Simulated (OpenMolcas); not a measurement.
Pd2+ among 6 point charges of -1.7 e arranged as a tetragonal octahedron (D4h). The axial distance is 0.92 times the equatorial one, R.

* Program: OpenMolcas 26.06
* Method: CASSCF
* Basis: ANO-RCC-VDZP [6s5p3d1f]
* Scalar Hamiltonian: DKH2, point nucleus
* Active space: 8 electrons in 5 orbitals (4d)
* State averaging: 2S+1 = 3 even, 10 roots; 2S+1 = 1 even, 15 roots
* Spin-orbit coupling: state interaction with AMFI integrals over the reference wave functions

All point charges move together. At R = 1.79 Å the first state of the same spin is 13967 cm-1, and at R = 1.88 Å it is 11407 cm-1.

Problem. A third run gives 19385 cm-1. What distance was it run at?

Solution. With a power law R^-n the two known points give n = -ln(11407 / 13967) / ln(1.88 / 1.79) = 4.13. Then R = 1.79 × (13967 / 19385)^(1/4.13) = 1.653 Å. The run was at 1.65 Å, so the estimate is off by +0.003 Å.

Without dynamic correlation the repulsion within the d shell is too large (B by tens of per cent), so at a given field states of lower spin stand too high. Real 4d8 and 5d8 ions are as a rule square planar and diamagnetic. Point charges give a weaker field than real ligands, and real ions of this kind are as a rule low spin; the high spin found here belongs to the model. This is an electrostatic model: the charges have no orbitals. No measured value stands beside these numbers.
